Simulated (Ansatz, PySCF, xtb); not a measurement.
Pair of molecules: CH4 (SMILES C) (first 5 atoms) with CH4O (SMILES CO); geometry from B3LYP-D3(BJ)/def2-TZVP, rigid monomers moved along the line of their centres of mass till C1···H11 is 2.37 Å.
(charge 0, multiplicity 1):
```xyz
11

C     -0.07215     0.03071    -0.15670
H      0.04576     0.26599    -1.21319
H     -0.64912    -0.88962    -0.06234
H      0.91145    -0.10370     0.29225
H     -0.59419     0.84834     0.33873
C      0.65343     0.26354     3.32209
O     -0.69517    -0.00461     2.96822
H      1.26338    -0.64645     3.34523
H      0.63888     0.69266     4.32303
H      1.12199     0.98531     2.64386
H     -0.70972    -0.38305     2.08370
```

Interaction energies are E(AB) − E(A) − E(B) at the monomers' geometry in the complex; basis-set methods are counterpoise corrected. Rows marked so take none.

Rows in 6-31G* carry no dispersion term and start afresh at each structure (6-31G* with six Cartesian d functions).

Programs: Ansatz (a first-principles code); PySCF for 6-31G* rows, the dispersion terms; xtb for the GFN methods. Each number belongs to the level named beside it.

One of these levels gives 45.8 meV for the interaction energy. Which one is it?
A. GFN-FF
B. B3LYP/6-31G* (no counterpoise)
C. HF/6-31G* (no counterpoise)
D. r2SCAN-D3(BJ)/def2-TZVPPD

C, HF/6-31G* (no counterpoise). The others give 16.2 (GFN-FF), -47.6 (r2SCAN-D3(BJ)/def2-TZVPPD), -15.7 (B3LYP/6-31G* (no counterpoise))
